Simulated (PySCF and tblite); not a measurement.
The numbers below are computed, except where a source is named.
C₆H₈O₂, numbered as in [CH3:1][O:2]/[CH:3]=[CH:4]/[CH:5]=[CH:6]/[CH:7]=[O:8].

The ensemble was built from 150 distance-geometry starts (ETKDG and KDG, MMFF94s, GFN2-xTB) and rests on GFN2-xTB geometries. Free energies are PBE0-D3(BJ)/def2-SVP (IEF-PCM, methanol) single points with GFN2-xTB rigid-rotor and vibrational terms (modes under about 100 cm⁻¹ blended into free rotors). Symmetry numbers and mirror images are counted. Conformers within 2.5 kcal/mol (GFN2-xTB free energy) were kept, 4 at most. GIAO shieldings: mPW1PW91/pcSseg-1 (IEF-PCM, methanol). Shifts are against TMS (¹H), TMS (¹³C) at the same level. Run with PySCF (density fitting) and tblite.

Torsions listed: C1–O2–C3–C4, C3–C4–C5–C6, C5–C6–C7–O8.

| conformer | shape | symmetry | E(GFN2) kcal/mol | E(DFT) kcal/mol |
| --- | --- | --- | --- | --- |
| 1 | 0°, 180°, 180° | Cs | 0.00 | 0.00 |
| 2 | -179°, 180°, 180° | Cs | 1.91 | 1.42 |
| 3 | 0°, 180°, 0° | Cs | 0.45 | 1.24 |
| 4 | 179°, 180°, 0° | Cs | 2.07 | 2.59 |

(1) How much do the weights at 298.15 K and the averaged shift of C4 depend on how the conformers are weighted?

For its torsions the set is small; conformers may be missing.

## Answers

(1) 
```tsv
weighting	1 (%)	2 (%)	3 (%)	4 (%)	δ (ppm)	rms dipole (D)
DFT energy with thermal terms, symmetry and mirror images (full scheme)	70	19	9	3	111.0	7.39
DFT energy with symmetry and mirror images	82	7	10	1	110.3	7.14
bare DFT energy	82	7	10	1	110.3	7.14
GFN2-xTB energy with symmetry and mirror images	65	3	31	2	110.0	6.91
GFN2-xTB free energy	59	7	28	6	110.4	7.00
leading conformer alone	100	0	0	0	110.0	7.02
equal weights	25	25	25	25	112.2	7.30
full scheme, search stopped after three starts	0	0	74	26	110.6	6.42
```

The largest departure from the full scheme, 1.1 ppm, comes with: equal weights.


Conformer gaps in def2-SVP on xTB geometries can be 2 kcal/mol too large for S=O, P=O and other polar bonds.